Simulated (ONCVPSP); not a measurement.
**vanadium: from the effect back to the setting (ONCV)**

Base potential:

```json
{
  "Element": "vanadium (V)",
  "Generator": "ONCVPSP 4.0.1",
  "Type": "optimised norm-conserving Vanderbilt (ONCV)",
  "Functional": "PBE",
  "Relativity": "scalar-relativistic",
  "Frozen core": "[Ne]",
  "Valence charge": "13",
  "Reference configuration": "3s2 3p6 3d3 4s2",
  "Partial waves": "3s+4s: rc 1.80 bohr, ncon 4, nbas 8, qcut 8.5 1/bohr, 2 projectors; 3p: rc 1.60 bohr, ncon 4, nbas 9, qcut 6.9 1/bohr, 2 projectors, debl 2.4 Ha; 3d: rc 1.85 bohr, ncon 4, nbas 9, qcut 9.5 1/bohr, 3 projectors, debl 0.5 Ha",
  "Local potential": "polynomial inside 1.15 bohr (lpopt 5, dvloc0 4 Ha)",
  "Core correction": "none"
}
```

Cutoffs, loose and tight: the cutoffs (Ha) at which the residual kinetic energy of the hardest occupied pseudo-wave falls to 1 and 0.1 mHa per electron. They do not see the model core or the augmentation charge, which bear on the density cutoff. Test errors are all-electron minus pseudo excitation energies from the reference, over the configurations 3s2 3p6 3d3 4s1; 3s2 3p6 3d3 4s0; 3s2 3p6 3d2 4s0; 3s2 3p6 3d4 4s0; variants that change the core or the reference have their own tests.

Only the scale of all radii (base = 1) is moved:

```
scale of all radii (base = 1)  cutoff, loose  cutoff, tight  bound ghosts  largest test error (meV)
                          0.8          37 Ha          42 Ha          none                       +19
                         0.87          34 Ha          39 Ha          none                       +26
                         1.11          28 Ha          33 Ha          none                       +57
                          1.2          26 Ha          30 Ha          none                       +73
                         1.31          24 Ha          28 Ha          none                       +99
```

Problem. One more run gave cutoff, loose: 32 Ha; cutoff, tight: 36 Ha; bound ghosts: none; largest test error (meV): +38. Which value of the scale of all radii (base = 1) was used?

Solution. 0.98. The loose cutoff moves one way along this sweep, from 37 Ha at 0.8 to 24 Ha at 1.31, which places the run between 0.87 and 1.11.
